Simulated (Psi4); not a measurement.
Conformational energy of SMILES c1(ccc(s1)C#N)[SiH3] (C5H5NSSi). Scanned: dihedral S8–C6–Si7–H11; all other coordinates were relaxed at GFN2-xTB.

Geometry of the scan point at 10° (Å):
```
13

N     -4.0805     1.3089     0.4701
C     -3.0197     0.8925     0.3289
C     -1.7329     0.3823     0.1558
C     -1.3822    -0.8848    -0.2429
C      0.0075    -1.0546    -0.3101
C      0.7252     0.0611     0.0303
Si     2.5941     0.2809     0.0673
S     -0.3296     1.3641     0.4479
H     -2.1047    -1.6479    -0.4728
H      0.4774    -1.9774    -0.6015
H      2.8741     1.5625     0.7094
H      3.1536    -0.8370     0.8269
H      3.0769     0.2672    -1.3146
```

Calculation: DF-MP2 (frozen core)/cc-pVTZ // GFN2-xTB in Psi4.

Scanned values (°): 0, 10, 20, 30, 40, 50, 60, 70, 80, 90, 100, 110.

Q: Describe the profile: where are the wells and the tops?

A: Lower than their neighbours: 60° (0.00 kcal/mol). Higher than their neighbours: 0° (0.11 kcal/mol, end of the scan), 110° (0.10 kcal/mol, end of the scan). The whole profile spans 0.11 kcal/mol.
